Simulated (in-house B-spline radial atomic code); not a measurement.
Neutral vanadium: [Ar] 3d3 4s2

Method: non-relativistic SCAN, spin-polarised, spherical fractional occupations, point nucleus. Calculated with an all-electron radial atomic-structure program (B-spline basis).

Z_r = [3n² - l(l+1)]/(2<r>); Z_e = n√(-2ε); the last column is Slater's effective charge. Values are occupation-weighted means over spin.

```
shell  electrons   ε (eV)  <r> (bohr)    Z_r    Z_e  Slater
   1s          2  -5346.5     0.06707  22.37  19.82   22.70
   2s          2  -602.86      0.3101  19.35  13.31   18.85
   2p          6  -507.17      0.2748  18.20  12.21   18.85
   3s          2   -71.35       0.956  14.12   6.87   11.75
   3p          6  -44.897        1.02  12.25   5.45   11.75
   3d          3  -6.4562       1.404   7.48   2.07    4.30
   4s          2  -4.7277       3.426   7.01   2.36    3.30
```

The least bound orbital is 4s down at -4.325 eV, and it is also the most diffuse (<r> = 3.613 bohr). The part-filled 3d shell lies below the filled 4s shell in orbital energy.
